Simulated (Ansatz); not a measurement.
The same ligand exchange along the group Mg, Zn, Cd.

Program: Ansatz. Geometries: PBE0-D4/def2-TZVP. ΔE: electronic, gas phase. CCSD(T)/CBS adds triple-zeta CCSD(T) − MP2 to the extrapolated MP2 energy (def2 sets, frozen cores). This one scheme is used for every species. Functionals use def2-TZVPP. def2 core potentials past Kr. For Br, Cd, Mg, Zn outer-core shells are correlated without core-valence functions, which leaves a few kJ/mol of doubt a bond. Scalar relativity is left out up to krypton. One conformer a species, not always the lowest.

| reaction | B97M-V (eV) | HF/CBS(def2) (eV) | CCSD(T)/CBS(def2) (eV) |
| --- | --- | --- | --- |
| `[SH][Mg][Cl]` + HBr → `[Cl][Mg][Br]` + H₂S | -0.74 | -0.94 | -0.77 |
| `[SH][Zn][Cl]` + HBr → `[Cl][Zn][Br]` + H₂S | -0.48 | -0.74 | -0.54 |
| `[SH][Cd][Cl]` + HBr → `[Cl][Cd][Br]` + H₂S | -0.50 | -0.74 | -0.53 |

Largest T1 diagnostic: 0.014, for `[SH][Zn][Cl]`.
